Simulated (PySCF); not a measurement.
## Electron correlation in Co²⁺ (cobalt, charge +2)

[Ar] 3d6 4s1, high-spin 6D determinant (an excited configuration). Computed with PySCF 2.14 in aug-cc-pVTZ (8s7p5d3f2g, 93 functions), with the non-relativistic Hamiltonian (point nucleus). Frozen: [Ar]; 7 electrons correlated.

```
  level  correlation energy (mhartree)
   CCSD                        -143.12
    (T)                          -2.15
CCSD(T)                        -145.27
```

Diagnostics: T1 = 0.0063, D1 = 0.0163, largest double amplitude 0.018.

**Question.** Is a single reference adequate?

**Answer.** Yes: T1 lies below 0.03 and no double amplitude reaches 0.07.
